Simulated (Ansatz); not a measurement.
Abridged output of a molecular run in Ansatz:

```
Functional definition: HF
2577 factors; integrals over basis functions are off by at most 1.2e-3 eV
mean field evaluation 1: about -71366.4462 eV, gradient 4.9e1 eV
mean field evaluation 2: about -71366.9095 eV, gradient 4.9e1 eV
mean field evaluation 4: about -71372.9338 eV, gradient 9.1e0 eV
mean field evaluation 8: about -71373.0511 eV, gradient 5.6e-1 eV
mean field -71373.05210893 eV, -2622.9112866109 hartree, gradient 1.8e-6 eV, S^2 0.000000; 0 other end points of the search recorded, 0 dependent functions left out
23 core orbitals not correlated: weight in the atoms' cores, before any rotation towards them, 1.000 or more for the frozen orbitals, at most 0.000 for the correlated occupied ones
reference -71373.05210893 eV, -2622.9112866109 hartree; 25, 25 occupied and 392, 392 virtual orbitals, 2577 factors
second order -41.59038284 eV of doubles, -0.00000000 eV of singles
cycle   1  -41.02312365 eV  change    5.7e-1 eV  update   1.5e-1
cycle   2  -42.06387607 eV  change    -1.0e0 eV  update   5.4e-2
cycle   3  -42.31023621 eV  change   -2.5e-1 eV  update   2.5e-2
cycle   4  -42.29430783 eV  change    1.6e-2 eV  update   6.9e-3
cycle   5  -42.28519522 eV  change    9.1e-3 eV  update   2.7e-3
cycle   6  -42.28616610 eV  change   -9.7e-4 eV  update   9.7e-4
cycle   7  -42.28579611 eV  change    3.7e-4 eV  update   3.6e-4
cycle   8  -42.28548119 eV  change    3.1e-4 eV  update   1.1e-4
cycle   9  -42.28556867 eV  change   -8.7e-5 eV  update   3.5e-5
cycle  10  -42.28560096 eV  change   -3.2e-5 eV  update   1.2e-5
perturbative correction -1.65801987 eV, -0.0609311065 hartree
Total energy: -71416.99572976 eV, -2624.5261848904 hartree
```

Its atoms:

```xyz
19

C    -3.746   -0.192   -0.904
Zn   -2.031   -1.043   -0.621
S    -0.117   -2.008   -0.306
Si    1.026   -0.266    0.204
C     0.360    0.529    1.765
C     2.777   -0.856    0.480
C     0.980    0.988   -1.189
H    -3.720    0.842   -0.552
H    -4.004   -0.186   -1.965
H    -4.533   -0.719   -0.360
H     0.331   -0.192    2.585
H     0.991    1.370    2.069
H    -0.654    0.912    1.619
H     3.427   -0.019    0.750
H     2.817   -1.593    1.285
H     3.178   -1.322   -0.423
H    -0.030    1.377   -1.348
H     1.318    0.539   -2.126
H     1.630    1.839   -0.963
```

Q: Which basis set was used?
A. def2-QZVPP
B. def2-SVP
C. cc-pV(D+d)Z
D. def2-TZVPP

A: D. It gives 440 functions.

Q: Write the keys of the input that set method, charge and spin (a neutral closed shell needs none for the last two).

A: 
```yaml
correlation: {method: ccsd_t, frozen_orbitals: {C: 1, H: 0, S: 5, Si: 5, Zn: 9}}
```
